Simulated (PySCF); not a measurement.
Vertical excitations of a molecule C2H7InO from TDDFT-M06-2X/def2-SVPD (PySCF), as energy in eV (oscillator strength): 4.88 (0.000), 5.98 (0.081), 6.05 (0.016), 6.26 (0.077), 6.46 (0.031), 6.70 (0.039), 7.36 (0.235), 7.37 (0.287), 7.93 (0.015), 7.95 (0.021). Lowest triplet (TDA): 4.58 eV. Geometry optimised at B3LYP-D3(BJ)/def2-SVP. The def2 effective core potentials stand for the cores of In; spin–orbit coupling is left out. One conformer was computed; it need not be the lowest.

Pick the molecule that these values belong to.
A. [CH3][In]([CH3])[OH]
B. C[O][InH][CH3]
C. C[CH2][InH][OH]
D. CC[O][InH2]

C, C[CH2][InH][OH]
